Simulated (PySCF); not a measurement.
3-methoxybenzenethiol, C₇H₈OS.
SMILES with atom numbers: `[CH3:1][O:2][c:3]1[cH:4][cH:5][cH:6][c:7]([SH:8])[cH:9]1` (hydrogens: H10, H11, H12 on C1; H13 on C4; H14 on C5; H15 on C6; H16 on S8; H17 on C9)

Computed with PBE0-D3(BJ)/def2-SVP geometry optimisation, gas phase in PySCF 2.14.0.

Give the optimised bond lengths and angles.

```tsv
bond	length (Å)	order
C1–O2	1.400	single
O2–C3	1.348	single
C3–C4	1.399	aromatic
C4–C5	1.396	aromatic
C5–C6	1.388	aromatic
C6–C7	1.404	aromatic
C7–S8	1.766	single
C7–C9	1.393	aromatic
C3–C9	1.401	aromatic
C1–H10, C1–H11, C1–H12	1.102	single
C4–H13	1.090	single
C5–H14	1.093	single
C6–H15	1.092	single
S8–H16	1.349	single
C9–H17	1.092	single
```

Bonds in one row agree within 0.01 Å and their mean is given. Orders are formal, as drawn. A selection of angles:
```tsv
angle	degrees
O2–C1–H10	111.9
O2–C1–H12	106.7
H10–C1–H11	108.7
C1–O2–C3	118.8
O2–C3–C4	124.4
O2–C3–C9	115.6
C4–C3–C9	120.1
C3–C4–C5	118.9
C3–C4–H13	121.3
C5–C4–H13	119.8
C4–C5–C6	121.6
C4–C5–H14	119.1
C6–C5–H14	119.3
C5–C6–C7	119.2
C5–C6–H15	120.5
C7–C6–H15	120.3
C6–C7–S8	117.3
C6–C7–C9	119.9
S8–C7–C9	122.8
C7–S8–H16	96.7
C7–C9–H17	121.9
C3–C9–C7	120.3
C3–C9–H17	117.8
```

Dihedral angles: C1–O2–C3–C4 0° (synperiplanar); H16–S8–C7–C6 180° (antiperiplanar).

Of the pairs four or more bonds apart, C1···H13 is among the closest relative to their van der Waals radii: 2.54 Å, 87 % of the sum of Bondi's values. The 9 heavy atoms lie in one plane (0.000 Å rms). The 6-membered ring C3–C4–C5–C6–C7–C9 has internal angles of 118.9° to 121.6° (sum 720°, against 720° for a flat polygon); it is planar, 0.00 Å rms from its mean plane, widest ring torsion 0°. The 2 C–O bonds span 1.348 Å (O2–C3, drawn single) to 1.400 Å (C1–O2, drawn single), a spread of 0.052 Å.

Point group: Cs (every atom within 0.08 Å of its image). No frequency check. One conformer, not necessarily the lowest (C1–O2–C3–C4 0°, C6–C7–S8–H 180°).

Time: 61 s of wall time; peak memory 0.79 GiB. Hardware: AMD EPYC 9R45, one thread, no GPU, shared host. This is the geometry optimisation.
